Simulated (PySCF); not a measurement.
Mo(NH)(F)3(Cl) (ClF3HMoN), SMILES [NH]=[Mo]([F])([F])([F])[Cl], multiplicity 1.

Geometry optimised at B3LYP-D3(BJ)/def2-SVP. The spin state was assumed, not searched. The structure was generated by enumeration; whether it is a known compound was not checked. The def2 effective core potentials stand for the cores of Mo; spin–orbit coupling is left out.

Two levels are set side by side: TDDFT-PBE/def2-SVPD (PySCF) and TDDFT-LC-ωPBE/def2-SVPD (PySCF). Vertical, same geometry. The lowest singlet is HOMO→LUMO 100 % with PBE and HOMO→LUMO 93 % with the other functional; states are paired by order. Differences are taken from unrounded values.

```
quantity                              TDDFT-LC-ωPBE
------------------------------------  -------------
lowest singlet excitation (eV)                 3.67
lowest triplet excitation (TDA) (eV)           3.53
```

### Question
What does TDDFT-PBE give, and how far is it from TDDFT-LC-ωPBE? (The exact figures need the calculation; the answer reports its results.)

### Answer

| quantity | TDDFT-PBE | TDDFT-PBE minus TDDFT-LC-ωPBE |
|---|---|---|
| lowest singlet excitation (eV) | 2.83 | -0.84 |
| lowest triplet excitation (TDA) (eV) | 2.64 | -0.89 |

A lower first singlet is the usual sign of a functional without exact exchange. Differences between two approximate levels are no errors against the true value.

Rough cost on one machine, each run with all the roots and properties that it gave: TDDFT-LC-ωPBE against TDDFT-PBE about 6 times.
